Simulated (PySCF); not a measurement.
A PySCF script (with the pyscf-properties extension) for the NMR shieldings of `Cc1cccc(OC=O)c1`, C8H8O2, on a GFN2-xTB geometry:

```python
import basis_set_exchange as bse
import numpy as np
from pyscf import gto, dft
from pyscf.prop import nmr

atoms = """
C    -2.323275   -1.143697   -0.111895
C    -1.189886   -0.165426   -0.079624
C    -1.438414    1.194563    0.061332
C    -0.395380    2.102422    0.100372
C     0.912738    1.665775    0.005322
C     1.164580    0.306776   -0.129002
O     2.508253   -0.052236   -0.262361
C     2.986795   -1.206546    0.169363
O     2.412775   -2.090466    0.731231
C     0.123567   -0.606661   -0.178094
H    -2.750453   -1.249004    0.885179
H    -1.985654   -2.121792   -0.443332
H    -3.111768   -0.796334   -0.776768
H    -2.457969    1.542784    0.138258
H    -0.600394    3.157006    0.205706
H     1.740842    2.355928    0.030767
H     4.065956   -1.227478   -0.070817
H     0.328929   -1.659297   -0.287293
"""
names = dict.fromkeys(["C", "O", "H"], "pcSseg-1")
basis = {el: gto.basis.parse(bse.get_basis(n, elements=[el], fmt="nwchem")) for el, n in names.items()}
mol = gto.M(atom=atoms, basis=basis, charge=0, verbose=0)
mf = dft.RKS(mol, xc="PBE0")
mf.grids.level = 2
mf.grids.alignment = dft.numint.BLKSIZE   # the property module wants whole blocks of grid points
mf.conv_tol = 1e-9
mf.kernel()

calc = nmr.RKS(mf)   # GIAO
C = mf.mo_coeff
Co = C[:, mf.mo_occ > 0]
resp = mf.gen_response(singlet=True, hermi=2)
def vind(x):   # induced exchange potential for any number of trial vectors
    d = np.einsum("pi,xij,qj->xpq", C, 2 * x.reshape(-1, C.shape[1], Co.shape[1]), Co, optimize=True)
    return np.einsum("xpq,pi,qj->xij", resp(d - d.transpose(0, 2, 1)), C, Co, optimize=True).ravel()
mo1, _ = nmr.rhf.solve_mo1(calc, with_cphf=vind)
sigma = calc.kernel(mo1)
for i, s in enumerate(sigma):   # ppm
    w = np.linalg.eigvalsh((s + s.T) / 2)
    print("%2d %-2s iso %8.1f  s11 %8.1f  s22 %8.1f  s33 %8.1f" % (i, mol.atom_pure_symbol(i), w.mean(), *w))
```

**Question.** Give the expected output.

**Answer.** 
```
 0 C  iso    162.6  s11    141.5  s22    157.1  s33    189.3
 1 C  iso     42.0  s11    -58.8  s22     10.2  s33    174.6
 2 C  iso     55.2  s11    -47.7  s22     45.0  s33    168.3
 3 C  iso     52.5  s11    -57.0  s22     38.9  s33    175.6
 4 C  iso     64.7  s11    -22.4  s22     48.3  s33    168.2
 5 C  iso     29.0  s11    -65.3  s22     44.7  s33    107.7
 6 O  iso     87.6  s11    -75.3  s22    130.3  s33    207.8
 7 C  iso     24.0  s11    -83.5  s22     72.0  s33     83.5
 8 O  iso   -109.3  s11   -412.0  s22   -214.1  s33    298.1
 9 C  iso     59.2  s11    -22.1  s22     40.0  s33    159.8
10 H  iso     28.8  s11     25.0  s22     26.7  s33     34.8
11 H  iso     29.5  s11     24.4  s22     29.4  s33     34.8
12 H  iso     29.1  s11     24.2  s22     28.1  s33     35.0
13 H  iso     24.4  s11     20.7  s22     23.9  s33     28.4
14 H  iso     24.1  s11     20.7  s22     24.9  s33     26.7
15 H  iso     24.5  s11     20.8  s22     24.9  s33     27.8
16 H  iso     23.4  s11     18.4  s22     23.8  s33     28.0
17 H  iso     23.4  s11     18.0  s22     22.3  s33     30.0
```

These numbers come from an equivalent density-fitted implementation of the same equations, which agrees with the script to about 0.01 ppm for H and up to a few tenths of a ppm for heavy atoms, so last digits may differ.

Size and cost of the density-fitted run: 210 basis functions, 35 s wall time on 1 thread of an Arm Neoverse V2, shared host.
